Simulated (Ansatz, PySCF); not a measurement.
Reaction 3 R1 + R2 → P1 + P2, each structure at its B3LYP-D3(BJ)/def2-TZVP stationary point, reached from a drawn start (curvature not checked).
R1: H2 (SMILES [H][H]), charge 0, multiplicity 1.
P1: H2O (SMILES O), charge 0, multiplicity 1.
R2: OSi (SMILES [O+]#[Si-]), charge 0, multiplicity 1.
P2, SiH4 (SMILES [SiH4]) (charge 0, multiplicity 1, Z-matrix in Å and degrees):
```
Si
H 1 1.4803
H 1 1.4803 2 109.47
H 1 1.4803 2 109.47 3 120.00
H 1 1.4803 2 109.47 3 -120.00
```

P less R. No zero-point or thermal terms.

Frozen-core correlation throughout.

Programs: Ansatz (an electronic-structure program); PySCF for the D3/D4 terms. No computed number here is a measurement.

Question: One of these levels gives -28.13 kcal/mol for the reaction energy. Which one is it?
(A) BLYP-D3(BJ)/def2-TZVPP
(B) HF/cc-pV(T+d)Z
(C) CAM-B3LYP-D4/def2-TZVPP
(D) SCS-MP2/cc-pV(D+d)Z

Answer: A, BLYP-D3(BJ)/def2-TZVPP. The others give -49.31 (HF/cc-pV(T+d)Z), -41.43 (CAM-B3LYP-D4/def2-TZVPP), -35.77 (SCS-MP2/cc-pV(D+d)Z)
